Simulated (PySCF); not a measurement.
ECD: `F[SiH2][C@@H]1C[C@H](O[SiH3])O1`, C₃H₉FO₂Si₂

Geometry:
```tsv
atom	x (Å)	y (Å)	z (Å)
F1	-3.433	-1.000	0.266
Si2	-1.847	-1.108	0.551
C3	-1.174	0.653	0.286
C4	-0.568	1.031	-1.074
C5	0.728	1.241	-0.281
O6	1.784	0.458	-0.648
Si7	2.306	-0.832	0.208
O8	0.116	0.834	0.930
H9	-1.708	-1.521	1.936
H10	-1.365	-2.044	-0.453
H11	-1.865	1.418	0.660
H12	-0.976	1.915	-1.555
H13	-0.490	0.216	-1.790
H14	1.075	2.284	-0.219
H15	3.409	-1.190	-0.673
H16	1.284	-1.884	0.288
H17	2.717	-0.458	1.558
```

Theory: TDDFT BHandHLYP/def2-SVPD circular dichroism and optical rotation, one conformer, gas phase in PySCF. Geometry: GFN2-xTB.

The molecule is flexible and this is one conformer; a measurement averages over conformers.

Task: What are the CIP labels of the stereocentres?

Result: C3 R, C5 S.

Task: List the lowest 12 singlet excitations with oscillator and rotatory strengths.

Result: Rotatory strengths R in 10⁻⁴⁰ esu² cm², velocity form and length form (origin at the centre of mass); f in length form.
```tsv
state	E (eV)	λ (nm)	f	R (velocity)	R (length)	main
1	6.71	185	0.013	+3.0	+4.0	HOMO→LUMO 0.84
2	7.64	162	0.004	-13.9	-13.1	HOMO→LUMO+1 0.48, HOMO−1→LUMO 0.28
3	7.80	159	0.015	+7.2	+5.9	HOMO→LUMO+1 0.31, HOMO→LUMO+3 0.23
4	8.00	155	0.009	+35.8	+34.3	HOMO→LUMO+4 0.41, HOMO−1→LUMO 0.20
5	8.15	152	0.017	+17.7	+17.4	HOMO→LUMO+4 0.25, HOMO→LUMO+2 0.24
6	8.30	149	0.008	+18.5	+16.6	HOMO→LUMO+3 0.33, HOMO→LUMO+6 0.12
7	8.44	147	0.022	-21.1	-20.6	HOMO−2→LUMO 0.45, HOMO→LUMO+3 0.11
8	8.49	146	0.008	+8.5	+5.1	HOMO→LUMO+5 0.32, HOMO→LUMO+6 0.20
9	8.58	145	0.008	+63.5	+59.3	HOMO−3→LUMO 0.36, HOMO→LUMO+5 0.08
10	8.69	143	0.043	+37.6	+38.7	HOMO−1→LUMO+2 0.24, HOMO−3→LUMO 0.12
11	8.80	141	0.047	+41.8	+41.0	HOMO−1→LUMO+1 0.45, HOMO→LUMO+3 0.14
12	8.87	140	0.029	-120.2	-114.7	HOMO−4→LUMO 0.20, HOMO−2→LUMO+2 0.18
```

Among the states computed, the strongest CD band (largest |R|) is state 12. The largest dissymmetry factor in size, g = 4R/(D+G), with D and G the electric and magnetic dipole strengths, is +0.089 for state 9 (velocity form, f = 0.009), among bands with |R| over 0.5. The mirror image has the same energies and oscillator strengths and all R with the opposite sign.
